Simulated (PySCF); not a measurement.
C²⁺: excitation energy

C²⁺ [He] 2s2 (1S) → C²⁺ [He] 2s1 2p1 (3P), as a difference of total energies. Calculation: PySCF 2.14, in x2c-TZVPPall with one added diffuse shell each of s, p, d type (6s4p3d1f, 40 functions); scalar relativity by spin-free X2C-1e. Correlated levels: valence: 1s2 frozen; valence and next inner shell: nothing frozen. The calculations carry no spin-orbit coupling.

| method | excitation energy (eV) |
| --- | --- |
| UHF | 4.662 |
| LDA | 5.716 |
| PBE | 5.606 |
| PBE0 | 5.554 |
| r2SCAN | 5.064 |
| BHandHLYP | 5.675 |
| revPBE | 5.652 |
| TPSS | 5.608 |
| wB97M-V | 6.221 |
| MP2 (valence) | 5.736 |
| SCS-MP2 (valence) | 6.025 |
| MP2 (valence and next inner shell) | 5.734 |
| SCS-MP2 (valence and next inner shell) | 6.027 |

**Question.** How much does correlation contribute at MP2 (valence and next inner shell)?

**Answer.** 5.734 − (4.662) = 1.072 eV, measured against UHF.

A first-order spin-orbit estimate (lowest level to lowest level, LS coupling) adds -0.007 eV.
